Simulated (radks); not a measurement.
Values are calculated unless marked as measured or tabulated.
Question: Spherical quantum dot in the effective-mass picture: electrons in a hard-walled sphere of radius 3.19, with a point charge +1 (a donor) at the centre, all in effective atomic units (hartree* = m*/eps^2 hartree, bohr* = eps/m* bohr), one dielectric constant everywhere. Level of theory: non-relativistic Kohn-Sham, exchange-only LDA, spin-polarised, spherical densities (a radial shooting solver with Libxc functionals). Levels are named by radial order and angular momentum (1s, 1p, 1d, 2s, ...), and open shells are averaged over m. Results are scaled to m* = 0.231 and eps = 5.4, for which hartree* = 215.6 meV and bohr* = 1.237 nm. At N = 28 the configuration is 1s2 1p6 1d10 2s(up 1, down 0) 1f(up 7, down 2). Does electron 29 go into 1g up or 2s down or 1f down?

Answer: Into 1f down. The total energies of the other choices lie higher by 18.2 meV (2s down), 144 meV (1g up).
